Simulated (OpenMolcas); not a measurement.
## Nb4+: moving the ligands

Nb4+ with 6 ligands (chloride) in octahedral coordination (Oh) at 2.44 Å. A charge of +0.333 e stands 2.8 Å behind each ligand. Ligand basis ANO-RCC-VDZP.

- Program: OpenMolcas 26.06
- Method: CASSCF
- Basis: ANO-RCC-VDZP [6s5p3d1f]
- Scalar Hamiltonian: DKH2, point nucleus
- Active space: 1 electron in 5 orbitals (4d)
- State averaging: 2S+1 = 2 even, 5 roots
- Spin-orbit coupling: state interaction with AMFI integrals over the reference wave functions

Runs around this geometry, states (labels of O, the rotations of Oh). Energies in cm-1 above the lowest state or level, χT in cm3 K/mol; under a threefold ground state the first gap can be a small split of the lowest multiplet, not the spin-orbit step; 10Dq is the gap between the two states.

```csv
R (Å),Ground state,First state of that spin,10Dq,First gap with spin-orbit (degeneracies),χT at 300 K
2.39,2T2,2E 23914,23914,"899.7 (4, 2)",0.163
2.44,2T2,2E 21924,21924,"913.1 (4, 2)",0.162
2.57,2T2,2E 17552,17552,"942.9 (4, 2)",0.158
```

Taking |10Dq| as R^-n, n = -ln(17552 / 23914) / ln(2.57 / 2.39) = 4.3 between the shortest and longest distance. The point-charge formula for a cubic d site gives n = 5.

An orbital triplet at a regular site is open to Jahn-Teller coupling, which can distort the site and quench the lowest spin-orbit gaps and is left out. With metal d orbitals alone the field can be off either way by tens of per cent. Ligand-to-metal charge-transfer states are missing. The least metal-like active orbital is 70 % on the metal (Löwdin) and no ligand orbital is active, so the numbers are rough (holds for R = 2.39). The least metal-like active orbital is 71 % on the metal (Löwdin) and no ligand orbital is active, so the numbers are rough (holds for R = 2.44). The least metal-like active orbital is 74 % on the metal (Löwdin) and no ligand orbital is active, so the numbers are rough (holds for R = 2.57). No measured value stands beside these numbers; the geometry was imposed, not optimised, and the real ion may take another.
